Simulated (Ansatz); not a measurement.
`F[Si](Cl)(Cl)O[SiH3]` + H–F → `F[Si](F)(Cl)Cl` + `O[SiH3]` at 600 K and 1 bar (ligand exchange at the Si–O bond).

Isolated molecules relaxed with PBE0-D4/def2-TZVP in Ansatz; ΔE leaves out vibrations. CCSD(T)/CBS adds triple-zeta CCSD(T) − MP2 to the extrapolated MP2 energy (def2 sets, frozen cores). This one scheme is used for every species. One conformer a species, not always the lowest.

```csv
species,CCSD(T)/CBS energy (Eh),H − E (kJ/mol),S (J/(mol·K))
`F[Si](Cl)(Cl)O[SiH3]`,-1674.75713,167.3,516.1
H–F,-100.39570,42.3,194.0
`F[Si](F)(Cl)Cl`,-1408.46553,71.4,386.6
`O[SiH3]`,-366.69042,135.7,307.9
```

H − E and S are ideal-gas, rigid-rotor, harmonic terms from PBE0-D4/def2-TZVP, for one conformer and one mirror image of each species. 1 Eh = 2625.50 kJ/mol, R = 8.31446 J/(mol·K).

Q: By hand: ΔE, ΔH, ΔS and ΔG.

A: ΔE = (-1408.46553) + (-366.69042) − (-1674.75713) − (-100.39570) = -0.00312 Eh = -8.2 kJ/mol. Δ(H − E) = 71.4 + 135.7 − 167.3 − 42.3 = -2.5, so ΔH = -10.7 kJ/mol. ΔS = 386.6 + 307.9 − 516.1 − 194.0 = -15.6 J/(mol·K). ΔG = -10.7 − 600 × (-15.6)/1000 = -1.3 kJ/mol.

Q: By hand: the equilibrium constant, and the temperature at which ΔG would vanish if ΔH and ΔS stayed fixed.

A: log₁₀ K = −ΔG/(RT ln 10) = 0.1. ΔG = 0 at ΔH/ΔS = 686 K, though so small a ΔS makes that figure unsure.

TΔS isn't small against ΔH here. The sign of ΔG lies within the doubt. A doubt of 5 kJ/mol in ΔE shifts log₁₀ K by 0.4 here. Other conformers and mirror images would add mixing entropy, several J/(mol·K) or more a flexible species. Modes under 60 cm⁻¹, often nearly free rotors, make the harmonic entropy too high. These are equilibria of isolated gas molecules and say nothing of rates. Largest T1 diagnostic: 0.011 (customary marks: 0.02 for closed shells, 0.045 for open ones).
